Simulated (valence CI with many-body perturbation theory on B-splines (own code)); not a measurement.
**E1 transitions of Ho LX**

Calculated by valence CI with perturbative core correlation (CI+MBPT): six valence electrons over a frozen Dirac-Fock core [He], radial functions for each j: 9 s, 9 p, 8 d, 6 f, 3 g, 1 h, with the one-electron correlation potential Σ1 (screened to all orders), the two-electron term Σ2, the three-electron term Σ3, Breit, model QED; selected single and double excitations, second order for the rest, scaled by the run's own slope (own B-spline code, finite nucleus).

The last digits are not significant, and no measured levels were compared; by estimate large intervals hold to a few tenths of a per cent, small ones and those within an open d or f shell to about a per cent. Among the levels kept, up to 2100 cm⁻¹ of a level comes from second order outside the variational space, and about a tenth of that is noise between levels of different J, which matters for small intervals.

Lines 101 to 150 of 200 in falling wavelength, among levels below 8395.2 eV, chosen from the strongest by gf and those to the six lowest levels. Wavelengths and rates use the calculated energies. Electric multipoles are in the length gauge with retardation, E1 and E2 with the static RPA response of the core. Weak lines are less certain than strong ones. Lines between different terms over intervals too small for the method are left out, as are lines whose strength nearly cancels. The highest levels of a list are the least certain.

Levels are named by their leading jj configuration (3d3/2^4 stands for four electrons in 3d with j = 3/2), which in mixed levels can hold well under half, so a name can repeat and another be missing. Letters in brackets count levels of one name in rising energy.

```csv
λ vac (nm),Upper,Lower,A (s⁻¹),S (a.u.)
0.2098,(2s^2 2p1/2^2 2p3/2 3p1/2) J=2,(2s 2p1/2^2 2p3/2^3) J=2,7.89e+09,1.80e-07
0.2036,(2s^2 2p1/2^2 2p3/2 3p3/2) J=1,(2s 2p1/2^2 2p3/2^3) J=1,1.70e+10,2.12e-07
0.2028,(2s^2 2p1/2^2 2p3/2 3p3/2) J=2,(2s 2p1/2^2 2p3/2^3) J=1,5.29e+09,1.09e-07
0.2020,(2s^2 2p1/2^2 2p3/2 3s) J=2,(2s^2 2p1/2 2p3/2^3) J=2,1.11e+10,2.26e-07
0.2020,(2s^2 2p1/2^2 2p3/2 3p3/2) J=0,(2s 2p1/2^2 2p3/2^3) J=1,4.86e+11,1.98e-06
0.2018,(2s^2 2p1/2^2 2p3/2 3s) J=1,(2s^2 2p1/2 2p3/2^3) J=2,6.08e+09,7.39e-08
0.2014,(2s^2 2p1/2^2 2p3/2 3s) J=2,(2s^2 2p1/2 2p3/2^3) J=1,2.26e+09,4.55e-08
0.2012,(2s^2 2p1/2^2 2p3/2 3p3/2) J=3,(2s 2p1/2^2 2p3/2^3) J=2,5.44e+10,1.53e-06
0.2012,(2s^2 2p1/2^2 2p3/2 3p3/2) J=1,(2s 2p1/2^2 2p3/2^3) J=2,1.05e+11,1.26e-06
0.2012,(2s^2 2p1/2^2 2p3/2 3s) J=1,(2s^2 2p1/2 2p3/2^3) J=1,1.99e+10,2.40e-07
0.2004,(2s^2 2p1/2^2 2p3/2 3p3/2) J=2,(2s 2p1/2^2 2p3/2^3) J=2,7.35e+10,1.46e-06
0.1878,(2s^2 2p1/2^2 2p3/2 3d3/2) J=2,(2s^2 2p1/2 2p3/2^3) J=2,4.40e+10,7.19e-07
0.1876,(2s^2 2p1/2^2 2p3/2 3d3/2) J=3,(2s^2 2p1/2 2p3/2^3) J=2,1.04e+10,2.38e-07
0.1875,(2s^2 2p1/2^2 2p3/2 3d3/2) J=1,(2s^2 2p1/2 2p3/2^3) J=2,9.50e+10,9.27e-07
0.1873,(2s^2 2p1/2^2 2p3/2 3d3/2) J=2,(2s^2 2p1/2 2p3/2^3) J=1,1.57e+11,2.55e-06
0.1870,(2s^2 2p1/2^2 2p3/2 3d3/2) J=1,(2s^2 2p1/2 2p3/2^3) J=1,3.31e+09,3.20e-08
0.1869,(2s^2 2p1/2^2 2p3/2 3d3/2) J=0,(2s^2 2p1/2 2p3/2^3) J=1,7.71e+10,2.48e-07
0.1856,(2s^2 2p1/2^2 2p3/2 3d5/2) J=2,(2s^2 2p1/2 2p3/2^3) J=2,3.74e+09,5.91e-08
0.1852,(2s^2 2p1/2^2 2p3/2 3d5/2) J=3,(2s^2 2p1/2 2p3/2^3) J=2,6.92e+09,1.52e-07
0.1851,(2s^2 2p1/2^2 2p3/2 3d5/2) J=2,(2s^2 2p1/2 2p3/2^3) J=1,3.96e+09,6.20e-08
0.1849,(2s^2 2p1/2 2p3/2^2 3p1/2) J=1 [a],(2s 2p1/2^2 2p3/2^3) J=1,7.44e+10,6.97e-07
0.1849,(2s^2 2p1/2^2 2p3/2 3d5/2) J=1,(2s^2 2p1/2 2p3/2^3) J=2,1.02e+10,9.54e-08
0.1847,(2s^2 2p1/2 2p3/2^2 3p1/2) J=2 [a],(2s 2p1/2^2 2p3/2^3) J=1,2.50e+09,3.89e-08
0.1844,(2s^2 2p1/2^2 2p3/2 3d5/2) J=1,(2s^2 2p1/2 2p3/2^3) J=1,3.27e+10,3.03e-07
0.1834,(2s^2 2p1/2 2p3/2^2 3p1/2) J=2 [b],(2s 2p1/2^2 2p3/2^3) J=1,4.39e+11,6.68e-06
0.1831,(2s^2 2p1/2 2p3/2^2 3p1/2) J=1 [b],(2s 2p1/2^2 2p3/2^3) J=1,4.99e+10,4.53e-07
0.1829,(2s^2 2p1/2 2p3/2^2 3p1/2) J=1 [a],(2s 2p1/2^2 2p3/2^3) J=2,1.27e+10,1.15e-07
0.1827,(2s^2 2p1/2 2p3/2^2 3p1/2) J=2 [a],(2s 2p1/2^2 2p3/2^3) J=2,2.23e+10,3.35e-07
0.1823,(2s^2 2p1/2 2p3/2^2 3p1/2) J=3,(2s 2p1/2^2 2p3/2^3) J=2,6.48e+10,1.36e-06
0.1820,(2s^2 2p1/2 2p3/2^2 3p1/2) J=0,(2s 2p1/2^2 2p3/2^3) J=1,7.75e+11,2.31e-06
0.1814,(2s^2 2p1/2 2p3/2^2 3p1/2) J=2 [b],(2s 2p1/2^2 2p3/2^3) J=2,7.31e+11,1.08e-05
0.1811,(2s^2 2p1/2 2p3/2^2 3p1/2) J=1 [b],(2s 2p1/2^2 2p3/2^3) J=2,2.71e+10,2.39e-07
0.1791,(2s 2p1/2^2 2p3/2^2 3s) J=2 [a],(2s 2p1/2^2 2p3/2^3) J=1,1.10e+13,1.56e-04
0.1781,(2s^2 2p1/2 2p3/2^2 3p3/2) J=0,(2s 2p1/2^2 2p3/2^3) J=1,1.72e+09,4.79e-09
0.1781,(2s^2 2p1/2 2p3/2^2 3p3/2) J=2 [a],(2s 2p1/2^2 2p3/2^3) J=1,3.01e+12,4.19e-05
0.1779,(2s 2p1/2^2 2p3/2^2 3s) J=3,(2s 2p1/2^2 2p3/2^3) J=2,2.10e+13,4.08e-04
0.1778,(2s^2 2p1/2 2p3/2^2 3p3/2) J=1 [a],(2s 2p1/2^2 2p3/2^3) J=1,1.00e+13,8.36e-05
0.1774,(2s 2p1/2^2 2p3/2^2 3s) J=1 [a],(2s 2p1/2^2 2p3/2^3) J=1,3.49e+13,2.88e-04
0.1772,(2s 2p1/2^2 2p3/2^2 3s) J=1 [b],(2s 2p1/2^2 2p3/2^3) J=1,2.94e+13,2.42e-04
0.1772,(2s 2p1/2^2 2p3/2^2 3s) J=2 [a],(2s 2p1/2^2 2p3/2^3) J=2,1.16e+14,1.59e-03
0.1772,(2s^2 2p1/2^2 2p3/2 3s) J=1,(2s^2 2p1/2^2 2p3/2^2) J=0,4.73e+13,3.90e-04
0.1769,(2s^2 2p1/2 2p3/2^2 3s) J=2 [a],(2s^2 2p1/2 2p3/2^3) J=2,6.39e+12,8.73e-05
0.1769,(2s 2p1/2^2 2p3/2^2 3s) J=2 [b],(2s 2p1/2^2 2p3/2^3) J=1,1.84e+13,2.51e-04
0.1767,(2s^2 2p1/2 2p3/2^2 3s) J=1 [a],(2s^2 2p1/2 2p3/2^3) J=2,2.40e+13,1.96e-04
0.1765,(2s^2 2p1/2 2p3/2^2 3p3/2) J=1 [b],(2s 2p1/2^2 2p3/2^3) J=1,5.63e+13,4.58e-04
0.1765,(2s^2 2p1/2 2p3/2^2 3s) J=2 [a],(2s^2 2p1/2 2p3/2^3) J=1,1.87e+13,2.54e-04
0.1765,(2s^2 2p1/2 2p3/2^2 3p3/2) J=2 [b],(2s 2p1/2^2 2p3/2^3) J=1,2.23e+12,3.02e-05
0.1764,(2s 2p1/2^2 2p3/2^2 3s) J=0,(2s 2p1/2^2 2p3/2^3) J=1,6.87e+13,1.86e-04
0.1763,(2s^2 2p1/2 2p3/2^2 3s) J=3,(2s^2 2p1/2 2p3/2^3) J=2,2.38e+13,4.51e-04
0.1762,(2s^2 2p1/2 2p3/2^2 3p3/2) J=3 [a],(2s 2p1/2^2 2p3/2^3) J=2,9.94e+11,1.88e-05
```
